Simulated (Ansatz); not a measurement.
A search over several starts for the lowest SCF solution of the cluster GeSe₂⁻ at the given spin, in a small basis.

```yaml
crystal:
  periodic: [false, false, false]
  atoms:
    - {symbol: Ge, position_ang: [-0.150075, 0.076444, -0.596847]}
    - {symbol: Se, position_ang: [-1.731689, -0.933506, 0.638054]}
    - {symbol: Se, position_ang: [1.881764, 0.857063, -0.041207]}
basis:
  gaussian: {orbitals: def2-SVP, initial_orbitals: start.molden}
total_charge: -1
magnetization: {spin_polarized: true, initial_magnetization: 1}
hamiltonian: {xc: pbe0, dispersion: d4}
output: {orbitals: {seedname: orbitals}}
```

The file start.molden holds the orbitals of an earlier run on this structure, at another level or in another basis.

```sh
$ ansatz run in.yaml --threads 4 --pin off --events-out ev --progress --plain --max-ram 3916MiB
```

It prints (some lines left out):

```
Functional definition: PBE0
930 factors; integrals over basis functions are off by at most 6.4e-4 eV
mean field evaluation 1: about -187175.1927 eV, gradient 5.2e0 eV
mean field evaluation 2: about -187175.2888 eV, gradient 1.0e-1 eV
mean field evaluation 4: about -187175.2917 eV, gradient 2.2e-4 eV
mean field evaluation 8: about -187174.3020 eV, gradient 1.6e1 eV
mean field evaluation 16: about -187175.2917 eV, gradient 1.3e-2 eV
mean field -187175.29166378 eV, -6878.5650966744 hartree, gradient 2.0e-5 eV, S^2 0.756476; 1 other end points of the search recorded, 0 dependent functions left out
reference -187175.29168265 eV, -6878.5650973679 hartree; 51, 50 occupied and 45, 46 virtual orbitals, 930 factors
Total energy: -187175.39680522 eV, -6878.5689605510 hartree
```

Hardware: 4 threads of Arm Neoverse V1 on a shared host. Wall time 2.9 s.

The structure comes from a short search, and lower isomers may exist.
